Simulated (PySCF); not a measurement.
C5H9F, SMILES C[C@H](F)C1CC1.

Coordinates come from a B3LYP-D3(BJ)/def2-SVP optimisation. The structure was generated by enumeration; whether it is a known compound was not checked. The values are those of a single conformer.

These are PySCF with B3LYP-D3(BJ)/def2-SVP values and carry that method's errors.

Frequencies are harmonic and unscaled.

Computed normal modes with their intensities:
| mode | ν (cm⁻¹) | IR (km/mol) | moving atoms (share of kinetic energy) |
|---|---|---|---|
| 1 | 87 | 0.7 | C 54 %, H 29 %, F 17 % |
| 2 | 197 | 1.1 | C 47 %, H 36 %, F 17 % |
| 3 | 240 | 0.0 | H 90 % |
| 4 | 295 | 1.1 | C 54 %, H 35 %, F 11 % |
| 5 | 354 | 3.8 | C 45 %, H 28 %, F 27 % |
| 6 | 483 | 6.3 | C 48 %, F 27 %, H 25 % |
| 7 | 499 | 3.1 | C 53 %, H 29 %, F 18 % |
| 8 | 762 | 1.0 | H 84 %, C 15 % |
| 9 | 820 | 1.3 | H 68 %, C 30 % |
| 10 | 832 | 4.7 | H 77 %, C 23 % |
| 11 | 905 | 8.2 | C 45 %, H 39 %, F 16 % |
| 12 | 949 | 9.0 | C 67 %, H 32 % |
| 13 | 965 | 37.9 | C 59 %, H 35 % |
| 14 | 997 | 11.7 | H 75 %, C 21 % |
| 15 | 1053 | 3.0 | H 67 %, C 33 % |
| 16 | 1072 | 3.0 | H 70 %, C 30 % |
| 17 | 1114 | 44.6 | C 52 %, H 38 %, F 10 % |
| 18 | 1124 | 5.4 | H 76 %, C 23 % |
| 19 | 1141 | 39.9 | C 54 %, H 42 % |
| 20 | 1179 | 0.1 | H 69 %, C 31 % |
| 21 | 1222 | 5.2 | H 63 %, C 37 % |
| 22 | 1225 | 9.5 | C 63 %, H 37 % |
| 23 | 1318 | 4.8 | H 73 %, C 27 % |
| 24 | 1360 | 6.3 | H 83 %, C 16 % |
| 25 | 1397 | 19.1 | H 73 %, C 27 % |
| 26 | 1430 | 21.3 | H 70 %, C 30 % |
| 27 | 1441 | 3.2 | H 92 %, C 8 % |
| 28 | 1459 | 9.0 | H 92 %, C 8 % |
| 29 | 1471 | 0.8 | H 93 % |
| 30 | 1506 | 2.6 | H 53 %, C 47 % |
| 31 | 3016 | 33.1 | H 92 % |
| 32 | 3038 | 10.2 | H 97 % |
| 33 | 3120 | 12.1 | H 95 % |
| 34 | 3125 | 11.4 | H 91 %, C 9 % |
| 35 | 3126 | 14.0 | H 94 % |
| 36 | 3131 | 16.6 | H 90 %, C 10 % |
| 37 | 3139 | 11.6 | H 92 %, C 8 % |
| 38 | 3209 | 1.0 | H 89 %, C 11 % |
| 39 | 3220 | 12.2 | H 89 %, C 11 % |
